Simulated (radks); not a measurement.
The numbers below are computed, except where a source is named.
Cs35+, configuration [Ne] 3s1.5 3p6 3d2 4f0.5 (fractional occupations, a model configuration). Code: a radial shooting solver on a logarithmic mesh with Libxc functionals. Model: scalar-relativistic Kohn-Sham, LDA (Slater exchange, VWN5 correlation), spin-polarised, spherical densities, point nucleus; open shells are filled with parallel spins first (spin-orbit coupling, left out, can overturn this in heavy ions).

Local quantities along the radius. ELF = 1/(1 + alpha^2) is the electron localisation function; alpha = (tau - tau_W)/tau_unif compares the Pauli kinetic energy density with that of the uniform gas (summed over spins). tau is taken from the large components.

| r (bohr) | ELF | alpha |
|---|---|---|
| 0.001151 | 0.999 | 0.02430 |
| 0.001463 | 0.999 | 0.02466 |
| 0.001845 | 0.999 | 0.02550 |
| 0.002346 | 0.999 | 0.02701 |
| 0.002958 | 0.999 | 0.02933 |
| 0.003761 | 0.999 | 0.03301 |
| 0.004743 | 0.999 | 0.03842 |
| 0.005981 | 0.998 | 0.04675 |
| 0.007604 | 0.996 | 0.06062 |
| 0.009589 | 0.993 | 0.08324 |
| 0.01219 | 0.985 | 0.1253 |
| 0.01537 | 0.960 | 0.2034 |
| 0.01954 | 0.881 | 0.3668 |
| 0.02465 | 0.685 | 0.6775 |
| 0.03108 | 0.431 | 1.148 |
| 0.03951 | 0.331 | 1.421 |
| 0.04983 | 0.445 | 1.116 |
| 0.06335 | 0.674 | 0.6957 |
| 0.07989 | 0.792 | 0.5119 |
| 0.1016 | 0.741 | 0.5913 |
| 0.1281 | 0.410 | 1.199 |
| 0.1615 | 0.208 | 1.952 |
| 0.2053 | 0.478 | 1.046 |
| 0.259 | 0.767 | 0.5511 |
| 0.3292 | 0.755 | 0.5695 |
| 0.4151 | 0.410 | 1.199 |
| 0.5278 | 0.044 | 4.648 |
| 0.6656 | 0.005 | 14.01 |
| 0.8394 | 0.001 | 33.73 |
| 1.067 | 0.000 | 133.3 |
| 1.346 | 0.000 | 1027 |

On this mesh the ELF has minima near r = 0.040, 0.16 bohr, which separate the shells, and maxima near 0.090 (0.79), 0.29 (0.79).
